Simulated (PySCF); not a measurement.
Geometry:
| atom | x (Å) | y (Å) | z (Å) |
| --- | --- | --- | --- |
| Cl1 | 4.001 | 0.353 | 1.038 |
| B2 | 2.531 | 0.090 | 0.119 |
| Cl3 | 2.675 | -0.659 | -1.463 |
| Si4 | 0.676 | 0.500 | 0.831 |
| N5 | -0.318 | -0.934 | 0.884 |
| C6 | -1.162 | -0.985 | -0.300 |
| C7 | -1.529 | 0.464 | -0.618 |
| N8 | -0.324 | 1.242 | -0.382 |
| H9 | 0.781 | 1.209 | 2.150 |
| H10 | 0.013 | -1.831 | 1.219 |
| H11 | -0.643 | -1.428 | -1.175 |
| H12 | -2.073 | -1.579 | -0.119 |
| H13 | -1.868 | 0.547 | -1.664 |
| H14 | -2.372 | 0.779 | 0.031 |
| H15 | -0.394 | 2.237 | -0.547 |

Geometry: PBE0-D3(BJ)/def2-SVP; GIAO absolute shieldings from PySCF 2.14, gas phase, non-relativistic, averaged over equivalent atoms.

At PBE0/pcSseg-1 (192 basis functions, 33 s wall time on 1 thread of an Arm Neoverse V2, shared host):
| atoms | σ (ppm) |
| --- | --- |
| Cl1/Cl3 | 580.0 |
| B2 | 24.9 |
| Si4 | 377.6 |
| N5/N8 | 240.4 |
| C6/C7 | 137.4 |
| H9 | 26.16 |
| H11/H13 | 27.95 |
| H12/H14 | 28.04 |
| H10/H15 | 31.22 |

Q: What do these become at WP04/pcSseg-1?

A: 
```json
{"atoms": "Cl1/Cl3", "σ at WP04/pcSseg-1": "594.7", "change": "+14.7"}
{"atoms": "B2", "σ at WP04/pcSseg-1": "17.9", "change": "-7.0"}
{"atoms": "Si4", "σ at WP04/pcSseg-1": "372.9", "change": "-4.7"}
{"atoms": "N5/N8", "σ at WP04/pcSseg-1": "225.3", "change": "-15.1"}
{"atoms": "C6/C7", "σ at WP04/pcSseg-1": "123.3", "change": "-14.1"}
{"atoms": "H9", "σ at WP04/pcSseg-1": "27.14", "change": "+0.98"}
{"atoms": "H11/H13", "σ at WP04/pcSseg-1": "28.43", "change": "+0.48"}
{"atoms": "H12/H14", "σ at WP04/pcSseg-1": "28.51", "change": "+0.47"}
{"atoms": "H10/H15", "σ at WP04/pcSseg-1": "31.46", "change": "+0.24"}
```

The largest change is at N5/N8 (nitrogen bonded to C, Si, H, in a 5-membered ring). Cost: 192 basis functions, 29 s wall time on 1 thread of an Arm Neoverse V2, shared host.
